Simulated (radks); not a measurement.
Values are calculated unless marked as measured or tabulated.
He I, 2 electrons, occupied as [He]. Level of theory: scalar-relativistic Kohn-Sham, PBE, spin-polarised, spherical densities, point nucleus; hard spherical wall at 15 bohr (a radial shooting solver on a logarithmic mesh with Libxc functionals).

Normalised radial functions P(r) = r R(r), r in bohr:

r,1s
0.02948,0.1337
0.0346,0.1553
0.0406,0.1801
0.04765,0.2083
0.05591,0.2405
0.06562,0.2767
0.077,0.3174
0.09036,0.3627
0.106,0.4125
0.1244,0.4667
0.146,0.5247
0.1714,0.5857
0.2011,0.6485
0.236,0.7111
0.2769,0.7711
0.3224,0.8232
0.3783,0.8695
0.444,0.9035
0.521,0.9216
0.6114,0.9206
0.7175,0.8980
0.842,0.8530
0.9881,0.7862
1.16,0.7005
1.361,0.6006
1.597,0.4932
1.874,0.3857
2.199,0.2853
2.581,0.1977
3.028,0.1268
3.554,0.0743

1s: eigenvalue -15.764 eV, 0 radial nodes, <r> = 0.946 bohr, 90 % of the charge inside 1.74 bohr.
